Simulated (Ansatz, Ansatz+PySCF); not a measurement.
```yaml
atoms:
  - { symbol: Si, position_ang: [0.0000, 0.0000, 0.0000] }
  - { symbol: Si, position_ang: [0.0000, 0.0000, 2.1337] }
```

Basis set: def2-SVP (spherical functions). Frozen core: 10 orbitals. Correlation on ROHF uses semicanonical orbitals with singles. Charge 0, multiplicity 3.

Computed with Ansatz (development build ahead of 0.2.0); each method stands on the lowest determinant of its kind that the runs found.

Give the atomization energy at this shape (free ground-state atoms in the same class of orbitals less the molecule, no zero-point energy) of triplet Si2 by ROHF-MP2, UHF-MP2, ROHF-CCSD(T), ROHF, UHF.

```tsv
method	atomization energy
ROHF-MP2	2.62 eV
UHF-MP2	2.58 eV
ROHF-CCSD(T)	2.59 eV
ROHF	1.68 eV
UHF	1.59 eV
```

Caution: the determinant may break the point group. Caution for ROHF-MP2, UHF-MP2, ROHF-CCSD(T): another reference gives a lower total.
